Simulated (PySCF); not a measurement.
PySCF 2.14 output of an unrestricted M06-L calculation on a single atom or ion in def2-SVP with the def2 core potential (28 electrons) (5s3p2d1f, 31 functions), with scalar relativity through the core potential:

```
SCF conv_tol = 1e-09
number electrons alpha = 9  beta = 7
    Y. Zhao and D. G. Truhlar.,  J. Chem. Phys. 125, 194101 (2006)
    Y. Zhao and D. G. Truhlar.,  J. Chem. Phys. 125, 194101 (2006)
    Y. Zhao and D. G. Truhlar.,  Theor. Chem. Acc. 120, 215 (2008)
cycle= 1 E= -126.902294226511  delta_E= -0.00263  |g|= 0.00854  |ddm|= 0.106
cycle= 2 E= -126.902313237952  delta_E= -1.9e-05  |g|= 0.0037  |ddm|= 0.0111
cycle= 3 E= -126.902319571132  delta_E= -6.33e-06  |g|= 0.000432  |ddm|= 0.00436
cycle= 4 E= -126.902319659016  delta_E= -8.79e-08  |g|= 1.07e-05  |ddm|= 0.000458
cycle= 5 E= -126.902319659076  delta_E= -5.94e-11  |g|= 2.49e-08  |ddm|= 1.18e-05
converged SCF energy = -126.902319659076  <S^2> = 2.0015133  2S+1 = 3.0010087
```

The run itself started from symmetry-adapted Hartree-Fock orbitals and held the occupation by maximum overlap, on a logarithmic radial grid, so the iterations belong to that start.

Question: Which element, charge and spin multiplicity is this?

Answer: Pd²⁺ (palladium, charge +2), multiplicity 3; the state was [Kr] 4d8, high-spin 3F determinant.

Energies and moments cover only the electrons outside the core potential.
